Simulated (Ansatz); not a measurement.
Cl₃Si (`Cl[Si](Cl)Cl`) radical. Total charge 0; spin multiplicity 2.

Cartesian coordinates in Å:
```
Cl 0.740 0.289 1.762
Si 0.373 0.248 -0.247
Cl 0.304 -1.691 -0.885
Cl -1.417 1.154 -0.630
```

Question: List the harmonic frequencies (cm⁻¹, unscaled) at PBE0-D4/def2-TZVP in Ansatz. (Best estimate.)

Answer: The calculation gave: 163, 163, 239, 473, 589, 590.

Question: Is this a minimum?

Answer: Yes, all 6 modes are real.

Question: Give the ideal-gas thermochemistry at 298.15 K and 1 bar (rigid rotor, harmonic oscillator; point group C3v, symmetry number 3).

Answer: Zero-point energy 13.3 kJ/mol; H(298) − E = 29.3 kJ/mol; entropy 320.0 J/(mol·K), of which translation 170.0, rotation 108.6, vibration 35.6, electronic 5.8; G(298) − E = -66.1 kJ/mol.

Question: And at 400, 500, 600, 800 and 1000 K?

Answer: 
```json
{"T (K)": "400", "H − E (kJ/mol)": "36.7", "S (J/mol/K)": "341.5", "G − E (kJ/mol)": "-99.8"}
{"T (K)": "500", "H − E (kJ/mol)": "44.4", "S (J/mol/K)": "358.6", "G − E (kJ/mol)": "-134.9"}
{"T (K)": "600", "H − E (kJ/mol)": "52.3", "S (J/mol/K)": "372.9", "G − E (kJ/mol)": "-171.5"}
{"T (K)": "800", "H − E (kJ/mol)": "68.3", "S (J/mol/K)": "396.0", "G − E (kJ/mol)": "-248.5"}
{"T (K)": "1000", "H − E (kJ/mol)": "84.6", "S (J/mol/K)": "414.2", "G − E (kJ/mol)": "-329.6"}
```
